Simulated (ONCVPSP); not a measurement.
**Logarithmic derivatives: xenon (Xe), ONCV**

```json
{"Element": "xenon (Xe)", "Generator": "ONCVPSP 4.0.1", "Type": "optimised norm-conserving Vanderbilt (ONCV)", "Functional": "PBE", "Relativity": "scalar-relativistic", "Frozen core": "[Kr]", "Valence charge": "18", "Reference configuration": "4d10 5s2 5p6", "Partial waves": "5s: rc 1.50 bohr, ncon 4, nbas 7, qcut 3.9 1/bohr, 2 projectors, debl 1 Ha; 5p: rc 1.85 bohr, ncon 3, nbas 7, qcut 4.4 1/bohr, 2 projectors, debl 0.7 Ha; 4d: rc 0.85 bohr, ncon 4, nbas 8, qcut 13.5 1/bohr, 2 projectors, debl 2.4 Ha", "Local potential": "polynomial inside 0.85 bohr (lpopt 2, dvloc0 0 Ha)", "Core correction": "none"}
```

The phase is arctan(r·R′/R) of the radial function R(r), unwrapped; energies in Ha, scanned from -4 to 5 Ha. A pole is an energy at which the radial function vanishes at the test radius. The pseudo phase is shifted by a multiple of π to meet the all-electron one at the reference energy, and phase errors are pseudo minus all-electron; the curves can meet again beyond the range given. Levels narrower than the energy grid can be missing from the lists of poles.

```csv
channel,radius (bohr),reference energy (Ha),"poles, all-electron","poles, pseudo",unbroken range about the reference energy with phases within 0.05 rad,phase error 1 Ha above the reference energy (rad)
s,1.53,-0.73,4.04,4.07,the whole range,+0.000
p,1.88,-0.30,2.22,2.23,below 4.9,+0.000
d,0.86,-2.18,none,none,the whole range,+0.000
```

Note: ghosts flagged at negative energy: s at -157.4 eV; GHOST(+) flagged for p at 11.3 eV, s at 366.8 eV. A true bound ghost makes a file unfit for plane-wave use.

Phases in the d channel:

| E (Ha) | all-electron | pseudo |
| --- | --- | --- |
| -3.98 | -0.464 | -0.464 |
| -3.74 | -0.560 | -0.560 |
| -3.50 | -0.649 | -0.649 |
| -3.26 | -0.731 | -0.731 |
| -3.02 | -0.805 | -0.805 |
| -2.78 | -0.872 | -0.872 |
| -2.54 | -0.933 | -0.933 |
| -2.30 | -0.987 | -0.987 |
| -2.06 | -1.036 | -1.036 |
| -1.82 | -1.080 | -1.080 |
| -1.58 | -1.120 | -1.120 |
| -1.34 | -1.156 | -1.156 |
| -1.10 | -1.188 | -1.188 |
| -0.86 | -1.218 | -1.218 |
| -0.62 | -1.246 | -1.246 |
| -0.38 | -1.271 | -1.271 |
| -0.14 | -1.294 | -1.294 |
| 0.10 | -1.315 | -1.315 |
| 0.34 | -1.335 | -1.335 |
| 0.58 | -1.354 | -1.354 |
| 0.82 | -1.371 | -1.371 |
| 1.06 | -1.387 | -1.387 |
| 1.30 | -1.402 | -1.402 |
| 1.54 | -1.416 | -1.416 |
| 1.78 | -1.430 | -1.430 |
| 2.02 | -1.442 | -1.442 |
| 2.26 | -1.455 | -1.455 |
| 2.50 | -1.466 | -1.466 |
| 2.74 | -1.477 | -1.477 |
| 2.98 | -1.488 | -1.488 |
| 3.22 | -1.498 | -1.498 |
| 3.46 | -1.507 | -1.507 |
| 3.70 | -1.517 | -1.517 |
| 3.94 | -1.526 | -1.526 |
| 4.18 | -1.534 | -1.534 |
| 4.42 | -1.543 | -1.543 |
| 4.66 | -1.551 | -1.551 |
| 4.90 | -1.559 | -1.559 |
